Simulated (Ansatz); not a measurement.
Two isomers of C3H5NSe: A = `CC1N=C[Se]1`, B = `C=C[Se]C=N`.

Calculated with Ansatz (gas phase, PBE0-D4/def2-TZVP geometries, no zero-point term in ΔE). CCSD(T)/CBS adds triple-zeta CCSD(T) − MP2 to the extrapolated MP2 energy (def2 sets, frozen cores). Functionals use def2-TZVPP. B3LYP here is the variant with VWN-RPA as its local correlation; programs differ in this. For Se outer-core shells are correlated without core-valence functions, which leaves a few kJ/mol of doubt a bond. Scalar relativity is left out up to krypton. Each species was taken in one conformer, which may not be the lowest.

A:

```xyz
10

C     0.1414   -1.3739    0.1706
C     0.2373   -0.0229   -0.4701
N    -0.9788    0.7677   -0.4130
C    -0.5376    1.7848    0.2097
Se    1.2861    1.3811    0.5436
H     1.1063   -1.8833    0.1577
H    -0.2023   -1.2912    1.2026
H    -0.5796   -1.9794   -0.3872
H     0.6283   -0.0586   -1.4889
H    -1.1010    2.6758    0.4751
```

B:

```xyz
10

C    -0.1619    2.1169    1.0862
C     0.0250    0.8941    0.6115
Se   -0.7429    0.2412   -0.9862
C     0.0172   -1.4961   -0.9212
N    -0.2260   -2.3341   -1.8256
H     0.3118    2.4208    2.0121
H    -0.7810    2.8514    0.5839
H     0.6507    0.1763    1.1342
H     0.6554   -1.6540   -0.0429
H     0.2516   -3.2165   -1.6521
```

Q: Which isomer does CCSD(T)/CBS put lower? Give the gap. (Estimate.)

A: Ansatz gave: A, by 7.0 kcal/mol.

Q: Give E(B) − E(A) in kcal/mol with r2SCAN-D4, MP2/def2-TZVPP, ωB97M-V, CCSD(T)/def2-TZVPP, HF/def2-TZVPP, PBE-D4, B3LYP. (An estimate is asked.)

A: The calculation gave: r2SCAN-D4 5.7, MP2/def2-TZVPP 9.6, ωB97M-V 6.3, CCSD(T)/def2-TZVPP 6.9, HF/def2-TZVPP 1.3, PBE-D4 6.5, B3LYP 2.0. None reverses the order clearly.

Largest T1 diagnostic: 0.012.

From PBE to PBE0 (25 % exact exchange), in def2-TZVPP and without D4, E(B) − E(A) moves by +1.6 kcal/mol. The D4 term adds +0.8 kcal/mol with B3LYP and +0.4 kcal/mol with PBE0; it sums over pairs of atoms, weighted by their polarisabilities, and B3LYP, whose exchange is more repulsive, gets the larger term.
